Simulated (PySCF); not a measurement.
IAO charges from PBE0/pcSseg-1 densities (PySCF) at GFN2-xTB geometries, gas phase, one conformer each. Species are given as SMILES. The IAO scheme projects the occupied orbitals on a minimal set of polarised atomic orbitals and counts the electrons in each atom's part of it.

(1) Rank these species by the highest charge on any of their hydrogens, highest value first.
A. `C(N[SiH3])/C=C\C(F)F`
B. `F[SiH2]C1=CC(=O)C1`
C. `CC(C)(OC(=O)[C@@H](C)O)C`
D. `CC1(C)C[C@@H]2CC[C@H]1O2`
E. `CC(=O)c1ccccp1`

(2) For each of these, name the hydrogen and the heavy atom of highest charge and the atom of lowest charge, and give the mean charge of the hydrogens: `[CH3:1][C@@H:2]([OH:3])[C:4](=[O:5])[O:6][C:7]([CH3:8])([CH3:9])[CH3:10]`; `[CH3:1][CH2:2][C@H:3]1[CH2:4][CH2:5][CH2:6][CH2:7][C:8]1=[O:9]`; `[CH3:1][C:2]1([CH3:3])[CH2:4][C@@H:5]2[CH2:6][CH2:7][C@H:8]1[O:9]2`; `[CH3:1][c:2]1[cH:3][cH:4][cH:5][p:6][c:7]1[CH:8]=[O:9]`; `[F:1][CH:2]([F:3])/[CH:4]=[CH:5]\[CH2:6][NH:7][SiH3:8]`; `[CH3:1][C:2](=[O:3])[c:4]1[cH:5][cH:6][cH:7][cH:8][p:9]1`; `[F:1][C:2]([F:3])([F:4])[CH2:5][SiH2:6][CH2:7]/[CH:8]=[CH:9]/[Cl:10]`; `[O:1]=[C:2]1[CH:3]=[C:4]([SiH2:5][F:6])[CH2:7]1`.

Results:

(1) C (+0.350 e), A (+0.262 e), E (+0.175 e), B (+0.160 e), D (+0.147 e).

(2) 
```
                  SMILES           H of highest charge  its q (e)     heavy atom of highest charge  its q (e)                  atom of lowest charge  its q (e)  mean q of all H (e)
C[C@@H](O)C(=O)OC(C)(C)C   H on O3 (hydroxyl hydrogen)     +0.350       C4 (ester carbonyl carbon)     +0.506                    O3 (alcohol oxygen)     -0.555               +0.164
        CC[C@H]1CCCCC1=O  H on C7 (methylene hydrogen)     +0.154      C8 (ketone carbonyl carbon)     +0.386                     C1 (methyl carbon)     -0.418               +0.138
CC1(C)C[C@@H]2CC[C@H]1O2            H on C1 or H on C5     +0.147  C5 (sp3 carbon bound to oxygen)     +0.081               C3 or C1 (methyl carbon)     -0.417               +0.137
            Cc1cccpc1C=O     H on C1 (methyl hydrogen)     +0.172    P6 (phosphorus bonded to 2 C)     +0.395              C1 (benzylic-type carbon)     -0.423               +0.152
      FC(F)/C=C\CN[SiH3]        H on N7 (N–H hydrogen)     +0.262               Si8 (SiH3 silicon)     +0.747            N7 (silicon-bound nitrogen)     -0.681               +0.067
          CC(=O)c1ccccp1   H on C5 (aromatic hydrogen)     +0.175      C2 (ketone carbonyl carbon)     +0.384  C1 (methyl carbon next to a carbonyl)     -0.481               +0.166
 FC(F)(F)C[SiH2]C/C=C/Cl  H on C5 (methylene hydrogen)     +0.181                  C2 (CF3 carbon)     +0.809       C5 (sp3 carbon bound to silicon)     -0.592               +0.098
      O=C1C=C([SiH2]F)C1            H on C3 or H on C7     +0.160     Si5 (fluorine-bound silicon)     +1.096            F6 (silicon-bound fluorine)     -0.541               +0.041
```

'Or' marks atoms within 0.002 e of each other.
